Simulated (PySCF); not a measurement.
B3LYP has the VWN-RPA correlation part, as in Gaussian. 

# C3H4O, SMILES `C#COC` (charge 0, multiplicity 1)

Method: PySCF with B3LYP-D3(BJ)/def2-TZVP.

HOMO: -6.80 eV
dipole moment: 2.02 D
HOMO–LUMO gap: 7.64 eV
LUMO: 0.84 eV
total energy: -5222.78 eV
cost: very roughly 26 core-seconds

Bond lengths (Å): C1–C2 1.200, C1–H5 1.060, C2–O3 1.296, O3–C4 1.445, C4–H6 1.090, C4–H7 1.090, C4–H8 1.086. Angles (°): C2–C1–H5 179.1, C1–C2–O3 178.6, C2–O3–C4 115.1, O3–C4–H6 109.8, O3–C4–H7 109.8, O3–C4–H8 105.8, H6–C4–H7 110.2, H6–C4–H8 110.6, H7–C4–H8 110.6.
